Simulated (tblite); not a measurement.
C2H10SSi4.
SMILES with atom numbers: `[CH2:1]=[CH:2][Si@@H:3]1[SiH2:4][SiH2:5][SiH2:6][S:7]1` (hydrogens: H8, H9 on C1; H10 on C2; H11 on Si3; H12, H13 on Si4; H14, H15 on Si5; H16, H17 on Si6)

Structure optimised with GFN2-xTB, isolated species.

(1) List the bond lengths, angles and torsions at this level.

Answers

(1) 
| bond | length (Å) | order |
| --- | --- | --- |
| C1=C2 | 1.323 | double |
| C2–Si3 | 1.881 | single |
| Si3–Si4 | 2.333 | single |
| Si4–Si5 | 2.335 | single |
| Si5–Si6 | 2.327 | single |
| Si6–S7 | 2.163 | single |
| Si3–S7 | 2.184 | single |
| C1–H8 | 1.079 | single |
| C1–H9 | 1.079 | single |
| C2–H10 | 1.083 | single |
| Si3–H11 | 1.469 | single |
| Si4–H12 | 1.469 | single |
| Si4–H13 | 1.469 | single |
| Si5–H14 | 1.468 | single |
| Si5–H15 | 1.468 | single |
| Si6–H16 | 1.457 | single |
| Si6–H17 | 1.464 | single |

Orders are formal, as drawn. A selection of angles:
| angle | degrees |
| --- | --- |
| C2–C1–H8 | 122.7 |
| C2–C1–H9 | 121.6 |
| H8–C1–H9 | 115.7 |
| C1–C2–Si3 | 123.4 |
| C1–C2–H10 | 118.9 |
| Si3–C2–H10 | 117.6 |
| C2–Si3–Si4 | 115.7 |
| C2–Si3–S7 | 103.6 |
| C2–Si3–H11 | 108.3 |
| Si4–Si3–S7 | 108.0 |
| Si4–Si3–H11 | 115.9 |
| S7–Si3–H11 | 103.9 |
| Si3–Si4–Si5 | 104.5 |
| Si3–Si4–H12 | 109.8 |
| Si3–Si4–H13 | 110.5 |
| Si5–Si4–H12 | 113.5 |
| Si5–Si4–H13 | 114.3 |
| H12–Si4–H13 | 104.3 |
| Si4–Si5–Si6 | 104.6 |
| Si4–Si5–H14 | 114.1 |
| Si4–Si5–H15 | 113.1 |
| Si6–Si5–H14 | 109.6 |
| Si6–Si5–H15 | 111.0 |
| H14–Si5–H15 | 104.5 |
| Si5–Si6–S7 | 107.7 |
| Si5–Si6–H16 | 118.9 |
| Si5–Si6–H17 | 114.4 |
| S7–Si6–H16 | 101.4 |
| S7–Si6–H17 | 105.3 |
| H16–Si6–H17 | 107.6 |
| Si3–S7–Si6 | 107.8 |

Dihedral angles: C1–C2–Si3–Si4 -43° (synclinal); C2–Si3–Si4–Si5 -127° (anticlinal); Si3–Si4–Si5–Si6 -5° (synperiplanar); Si4–Si5–Si6–S7 20° (synperiplanar); Si5–Si6–S7–Si3 -28° (synperiplanar); C2–Si3–S7–Si6 148° (anticlinal).

The 5-membered ring Si3–Si4–Si5–Si6–S7 has internal angles of 104.5° to 108.0°; it is puckered, 0.17 Å rms from its mean plane, widest ring torsion 28°. S7 (sulfur bonded to 2 Si) is bent (angle 107.8°). Si6 (SiH2 silicon) is distorted tetrahedral (angles from 101.4° to 118.9°). Si4 (SiH2 silicon) is distorted tetrahedral (angles from 104.3° to 114.3°). Si3 (SiH silicon) is distorted tetrahedral (angles from 103.6° to 115.9°). The S–Si distances run from 2.163 Å (Si6–S7, drawn single) to 2.184 Å (Si3–S7, drawn single), a spread of 0.021 Å. Si5 (SiH2 silicon) is distorted tetrahedral (angles from 104.5° to 114.1°).

Point group: C1 (no symmetry element, even within 0.4 Å). Its GFN2-xTB frequencies are all real (lowest 24 cm⁻¹). The numbers are those of one conformer. 3 starts were optimised and ended at 0.00, 0.08 and 0.16 kcal/mol (GFN2-xTB); the lowest of these is shown.

The numbers are calculated, not measured.
